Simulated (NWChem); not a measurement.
System: HSeOF; SMILES O[Se]F

```xyz
4

Se     0.3761     0.0240    -0.0260
F     -0.5892    -1.4878     0.0326
O     -0.9239     1.2626     0.0961
H     -1.2611     1.4036    -0.8136
```
Atoms are numbered in this order, from 1.

Level: PBE-D3(BJ)/def2-SVP (NWChem), optimised geometry, unscaled harmonic frequencies. This build's default masses of Se (78.918 u) and Br (79.917 u) are each other's, which moves their modes by up to 0.6 %.

List the harmonic frequencies with IR intensities, and the thermochemistry.


```tsv
frequency (cm⁻¹)	IR intensity (km/mol)
240	4.2
521	99.5
626	81.5
670	38.8
1067	41.8
3643	82.6
```

```yaml
zero_point_energy: 9.7 kcal/mol
thermal correction to the enthalpy at 298.15 K (with zero-point energy): 12.7 kcal/mol
heat capacity Cv: 11.1 cal/(mol K)
entropy at 298.15 K and 1 atm (symmetry number 1): 67.3 cal/(mol K)
dipole_moment: 2.18 D
```

Rigid rotor and harmonic oscillator.
